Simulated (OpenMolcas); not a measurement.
## OpenMolcas run: As3+

Input:

```
&GATEWAY
Coord
1

As 0.0 0.0 0.0
Basis=ANO-R3
Group=XYZ
NoMove
AngMom=0.0 0.0 0.0
AMFI
&SEWARD
* reference wave functions (RASSCF and RASSI steps not shown): 2 electrons in 9 orbitals (RAS2 4s 4p; RAS3 4d, at most 2 electrons)
>>> COPY JOB002 $Project.JobIph
&CASPT2
Multistate=1 1
Frozen=3 6
IPEA=0.4
Imaginary=0.3
MaxIter=60
WThr=0.0 0.3 0.05
PrWF=0.5
NoMix
>>> COPY JOB003 $Project.JobIph
&CASPT2
Multistate=3 1 2 3
Frozen=3 6
IPEA=0.4
Imaginary=0.3
MaxIter=60
WThr=0.0 0.3 0.05
PrWF=0.5
NoMix
>>> COPY JOB004 $Project.JobIph
&CASPT2
Multistate=3 1 2 3
Frozen=3 6
IPEA=0.4
Imaginary=0.3
MaxIter=60
WThr=0.0 0.3 0.05
PrWF=0.5
NoMix
```

Launched by
```bash
OMP_NUM_THREADS=1 MOLCAS_MEM=2252 MOLCAS_PROJECT=a pymolcas a.inp > a.log  # once for each step of the input, in one work folder
```

Output, cut to the results:

```
--- CASPT2 ---
Orbital specifications:
      -----------------------

      Symmetry species                           1   2
                                                ag  au
      Frozen orbitals                            3   6
      Inactive orbitals                          5   0
      Active orbitals                            6   3
      Secondary orbitals                        36  30
      Deleted orbitals                           0   0
      Number of basis functions                 50  39
Type of calculation                        SS-CASPT2
      Fock operator                              state-specific
      IPEA shift                                 0.40
      Real shift                                 0.00
      Imaginary shift                            0.30
      The input orbitals will be transformed to quasi-canonical
Reference energy:       -2257.1086321110
      E2 (Non-variational):      -0.4720514124
      Shift correction:          -0.0002879105
      E2 (Variational):          -0.4723393229
      Total energy:           -2257.5809714339
      Residual norm:              0.0000006841
      Reference weight:           0.96927
      Contributions to the CASPT2 correlation energy
      Active & Virtual Only:         -0.0014751193
      One Inactive Excited:          -0.0596881520
      Two Inactive Excited:          -0.4108881411
::    CASPT2 Root  1     Total energy:  -2257.58097143
--- CASPT2 ---
Orbital specifications:
      -----------------------

      Symmetry species                           1   2
                                                ag  au
      Frozen orbitals                            3   6
      Inactive orbitals                          5   0
      Active orbitals                            6   3
      Secondary orbitals                        36  30
      Deleted orbitals                           0   0
      Number of basis functions                 50  39
Type of calculation                        MS-CASPT2
      Fock operator                              state-specific
      IPEA shift                                 0.40
      Real shift                                 0.00
      Imaginary shift                            0.30
      The input orbitals will be transformed to quasi-canonical
Reference energy:       -2256.7671652847
      E2 (Non-variational):      -0.4592377633
      Shift correction:          -0.0002744200
      E2 (Variational):          -0.4595121833
      Total energy:           -2257.2266774680
      Residual norm:              0.0000008076
      Reference weight:           0.97063
      Contributions to the CASPT2 correlation energy
      Active & Virtual Only:         -0.0009904834
      One Inactive Excited:          -0.0484096378
      Two Inactive Excited:          -0.4098376421
Reference energy:       -2256.7671652847
      E2 (Non-variational):      -0.4592378844
      Shift correction:          -0.0002744224
      E2 (Variational):          -0.4595123068
      Total energy:           -2257.2266775915
      Residual norm:              0.0000008076
      Reference weight:           0.97063
      Contributions to the CASPT2 correlation energy
      Active & Virtual Only:         -0.0009904826
      One Inactive Excited:          -0.0484097597
      Two Inactive Excited:          -0.4098376421
::    CASPT2 Root  1     Total energy:  -2257.22667747
::    CASPT2 Root  2     Total energy:  -2257.22667759
::    CASPT2 Root  3     Total energy:  -2257.22667743
::    MS-CASPT2 Root  1     Total energy:  -2257.22667759
::    MS-CASPT2 Root  2     Total energy:  -2257.22667747
::    MS-CASPT2 Root  3     Total energy:  -2257.22667743
--- CASPT2 ---
Orbital specifications:
      -----------------------

      Symmetry species                           1   2
                                                ag  au
      Frozen orbitals                            3   6
      Inactive orbitals                          5   0
      Active orbitals                            6   3
      Secondary orbitals                        36  30
      Deleted orbitals                           0   0
      Number of basis functions                 50  39
Type of calculation                        MS-CASPT2
      Fock operator                              state-specific
      IPEA shift                                 0.40
      Real shift                                 0.00
      Imaginary shift                            0.30
      The input orbitals will be transformed to quasi-canonical
Reference energy:       -2256.5901330240
      E2 (Non-variational):      -0.4809757111
      Shift correction:          -0.0004013125
      E2 (Variational):          -0.4813770237
      Total energy:           -2257.0715100476
      Residual norm:              0.0000001147
      Reference weight:           0.96626
      Contributions to the CASPT2 correlation energy
      Active & Virtual Only:         -0.0071795715
      One Inactive Excited:          -0.0643155881
      Two Inactive Excited:          -0.4094805515
Reference energy:       -2256.5901330240
      E2 (Non-variational):      -0.4809761030
      Shift correction:          -0.0004013235
      E2 (Variational):          -0.4813774265
      Total energy:           -2257.0715104504
      Residual norm:              0.0000001147
      Reference weight:           0.96626
      Contributions to the CASPT2 correlation energy
      Active & Virtual Only:         -0.0071795706
      One Inactive Excited:          -0.0643159809
      Two Inactive Excited:          -0.4094805515
::    CASPT2 Root  1     Total energy:  -2257.07151005
::    CASPT2 Root  2     Total energy:  -2257.07151045
::    CASPT2 Root  3     Total energy:  -2257.07151065
::    MS-CASPT2 Root  1     Total energy:  -2257.07151065
::    MS-CASPT2 Root  2     Total energy:  -2257.07151045
::    MS-CASPT2 Root  3     Total energy:  -2257.07151005
```

Levels above the lowest, from the spin-orbit matrix with the single-state CASPT2 energies, averaged by term, on its diagonal:

| Configuration | Term | J | E (cm-1) | Measured (cm-1) | g | Term weight % |
| --- | --- | --- | --- | --- | --- | --- |
| 4s2 | 1S | 0 | 0.0 | 0.0 |  | 100 |
| 4s 4p | 3P* | 0 | 75670 |  |  | 100 |
| 4s 4p | 3P* | 1 | 76660 | 76962 | 1.500 | 100 |
| 4s 4p | 3P* | 2 | 78803 | 79492 | 1.501 | 100 |
| 4s 4p | 1P* | 1 | 111868 | 112022 | 1.001 | 100 |

Against the 3 measured excited levels shown (Moore, Atomic Energy Levels, vol. II, NSRDS-NBS 35 (1971 reprint of NBS Circular 467, 1952)) the mean absolute deviation is 380 cm-1; the largest miss in energy is 4s 4p 3P* 2: computed 78803, measured 79492 cm-1 (-0.9 %).

Some high roots are left out of the spin-orbit mixing, which shifts the levels that they would mix with. Active for correlation alone: 4d; no level in the range computed is led by a configuration that fills it, so any true level of that kind is missing. Measured partners are found by configuration, term and J. A level has none where our copy of the source lacks it or the pairing is in doubt (some pairs that miss far off the trend of their configuration count as doubtful), and it then counts in no deviation. Levels of configurations outside the active space are missing. The first state left out of the spin-orbit step lies near 170000 cm-1 above the lowest spin-free state of the reference (among the parities and spins computed), and the list stops at four fifths of that energy or lower.

The CASPT2 steps took 4.8 s on 1 thread of Arm Neoverse V2 (shared host); the integral step is not counted.

The term weight is that of the spin-free term in the level, not the purity of its configuration. * marks odd parity.
